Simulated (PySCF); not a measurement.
PySCF input for C3H5, SMILES [CH]1CC1, multiplicity 2, B3LYP/pcH-1. The structure is a stationary point at B3LYP-D3(BJ)/def2-TZVP.

```python
import numpy as np
from pyscf import gto, scf, dft
from pyscf.prop.hfc import uks as hfc
from pyscf.prop.gtensor import uks as gtensor

mol = gto.M(
    atom='''
    C     0.16691183   -0.86763151    0.00000000
    C    -0.03053461    0.36213666    0.76619611
    C    -0.03053460    0.36213666   -0.76619611
    H    -0.34934576   -1.81441040    0.00000001
    H    -0.96645033    0.51255989    1.29576625
    H     0.82359535    0.82471990    1.25074799
    H     0.82359534    0.82471990   -1.25074801
    H    -0.96645033    0.51255988   -1.29576626
    ''',
    basis='pcH-1',
    charge=0,
    spin=1,
    max_memory=1600,
    verbose=3,
)
mf = dft.UKS(mol, xc='b3lyp')
mf.grids.level = 3
mf.conv_tol = 1e-10
mf.max_cycle = 100
mf.kernel()
fine, coarse = mf.grids, dft.Grids(mol).set(level=1).build(with_non0tab=True)
for _ in range(3):  # follow internal instabilities
    mf.grids = coarse
    mo, _, stable, _ = mf.stability(return_status=True, nroots=4)
    mf.grids = fine
    if stable:
        break
    mf.kernel(mf.make_rdm1(mo, mf.mo_occ))
A = hfc.HFC(mf).make_fcdip(mf.make_rdm1())  # Fermi contact and dipolar terms, MHz
print('atom   A(iso)/MHz   principal dipolar parts/MHz')
for i, a in enumerate(A):
    w = np.linalg.eigvalsh((a + a.T) / 2)
    print(f'{mol.atom_symbol(i):2s}{i + 1:3d} {w.mean():12.2f}', (w - w.mean()).round(2))
gt = gtensor.GTensor(mf)
gt.dia_soc2e, gt.para_soc2e, gt.so_eff_charge = None, None, True
gt.max_cycle_cphf = 60
g = gt.kernel()
```

Log of the run:

```

WARN: HOMO -0.19954689355591 >= LUMO -0.199546893555913

converged SCF energy = -117.227018638914  <S^2> = 0.75301908  2S+1 = 2.0030168
<class 'pyscf.dft.uks.UKS'> wavefunction is stable in the internal stability analysis
atom   A(iso)/MHz   principal dipolar parts/MHz
C   1       277.58 [-76.89 -72.66 149.55]
C   2       -20.25 [-4.7  -0.05  4.75]
C   3       -20.25 [-4.7  -0.05  4.75]
H   4       -14.33 [-33.68  -3.95  37.63]
H   5        56.20 [-5.27 -2.12  7.39]
H   6        85.08 [-6.37 -3.98 10.35]
H   7        85.08 [-6.37 -3.98 10.35]
H   8        56.20 [-5.27 -2.12  7.39]
SOC(1e)/OZ [-6.56517340e-06  1.03216932e-03  7.41616966e-04]
free electron g 2.00231930436182
g-tensor total [2.00219901 2.00326615 2.00293666]
g-shift (ppt) [-0.12029132  0.94684192  0.61735416]
```

The run converged.

Cost: roughly 70 core-seconds.
